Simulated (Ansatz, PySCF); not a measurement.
Gas-phase reaction (SMILES): O[Si](O)(O)O + S (H2S) → O[Si](O)(O)S + O (H2O); hydrogen sulfide cleaves one Si-O bond, a model of a ligand-exchange step.

Each molecule is optimised on its own at B3LYP-D3(BJ)/def2-TZVP (Ansatz, a first-principles code), one conformer each, not searched for the lowest. Correlated levels leave the core frozen unless marked. No spin-orbit coupling. No relativistic terms. CBS marks a two-point X^-3 extrapolation of the correlation energy; Hartree-Fock from the larger set. [CCSD(T)-MP2]/basis is that difference in the basis named. Thermal terms are rigid-rotor harmonic-oscillator values from B3LYP-D3(BJ) frequencies (Ansatz or PySCF) at 298.15 K and 1 atm. 1 Eh = 627.5095 kcal/mol.

```tsv
species	E, RI-MP2/CBS(aug-cc-pV(T+d)Z,aug-cc-pV(Q+d)Z)+[CCSD(T)-MP2]/aug-cc-pV(T+d)Z (Ansatz) (Eh)	E, PBE0-D4/def2-TZVPD (Ansatz + dftd4) (Eh)	H - E (Eh)
O[Si](O)(O)O	-592.40587	-592.73042	0.06559
S (H2S)	-398.97028	-399.26302	0.01881
O[Si](O)(O)S	-914.97983	-915.59774	0.06153
O (H2O)	-76.37791	-76.38102	0.02495
```

Question: Work out ΔE and ΔH at 298.15 K at the first level, then ΔH at the second.

Answer: 
1. ΔE = [(-914.97983) + (-76.37791)] - [(-592.40587) + (-398.97028)] = 0.01841 Eh = 11.6 kcal/mol at RI-MP2/CBS(aug-cc-pV(T+d)Z,aug-cc-pV(Q+d)Z)+[CCSD(T)-MP2]/aug-cc-pV(T+d)Z.
2. The terms H - E add up to 0.00208 Eh, so ΔH = (0.01841 + (0.00208))×627.5095 = 12.9 kcal/mol.
3. At PBE0-D4/def2-TZVPD the same steps give ΔE = 9.2 and ΔH = 10.5 kcal/mol, a shift of -2.4 from the first level.
4. These values are not checked against measurement here, since the tables used lack a sound gas-phase enthalpy of formation for at least one species.
